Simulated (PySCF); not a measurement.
PySCF input:

```python
from pyscf import gto, scf, dft

mol = gto.M(
    atom='''
    C     1.57976816   -1.13509199    0.27440543
    Si    0.18936376    0.09154663    0.56917434
    C    -1.36578974   -0.75507115    1.19326675
    Cl   -0.26291637    1.00146768   -1.25700577
    H     1.25893470   -1.89451382   -0.44471600
    H     2.46616392   -0.63969915   -0.12161698
    H     1.84833462   -1.63316853    1.20840902
    H    -2.17788252   -0.04054800    1.32708469
    H    -1.68926578   -1.51415206    0.47496967
    H    -1.17166975   -1.24354299    2.15049378
    ''',
    basis='def2-tzvpd',
    charge=0,
    spin=1,
    verbose=4,
)

mf = scf.UHF(mol).density_fit(auxbasis='def2-universal-jkfit')
mf.conv_tol = 1e-9
mf.max_cycle = 100
mf.max_memory = 1500
mf.kernel()
if not mf.converged:
    mf = mf.newton()
    mf.kernel(mf.make_rdm1())
for _ in range(2):
    mo, _, stable, _ = mf.stability(return_status=True)
    if stable:
        break
    mf.kernel(mf.make_rdm1(mo, mf.mo_occ))
mf.analyze()
```

Predict the final energy.

-827.75424 Eh (HF/def2-TZVPD).

It need not be the lowest isomer of its formula.
